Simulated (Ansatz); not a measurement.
A structure relaxed at PBE0-D4/def2-TZVP, charge 0, multiplicity 1:

| atom | x (Å) | y (Å) | z (Å) |
| --- | --- | --- | --- |
| C1 | 0.758 | -1.707 | -2.276 |
| O2 | 0.427 | -1.273 | -0.999 |
| Hf3 | 0.093 | -0.468 | 0.697 |
| O4 | 1.615 | -0.536 | 1.866 |
| Se5 | -1.878 | -1.880 | 1.692 |
| O6 | -0.462 | 1.347 | 0.489 |
| C7 | -0.857 | 2.666 | 0.321 |
| H8 | 1.819 | -1.974 | -2.331 |
| H9 | 0.557 | -0.926 | -3.016 |
| H10 | 0.168 | -2.590 | -2.538 |
| H11 | 2.450 | -0.619 | 2.313 |
| H12 | -1.786 | -1.137 | 2.959 |
| H13 | -1.903 | 2.792 | 0.621 |
| H14 | -0.240 | 3.335 | 0.931 |
| H15 | -0.762 | 2.968 | -0.727 |

Give its formula and SMILES.

C2H8HfO3Se, `C[O][Hf]([OH])([SeH])[O]C`.

Point group (tolerance 0.08 Å, 0.16 Å for H)?

C1.

Summarise the bond lengths by kind.

2 × C–O 1.387 to 1.389 Å; 6 × C–H 1.094 to 1.095 Å; 3 × Hf–O 1.906 to 1.921 Å; 1 × Hf–Se 2.621 Å; 1 × H–O 0.951 Å; 1 × H–Se 1.472 Å.

Results of the Gaussian-basis code of Ansatz.
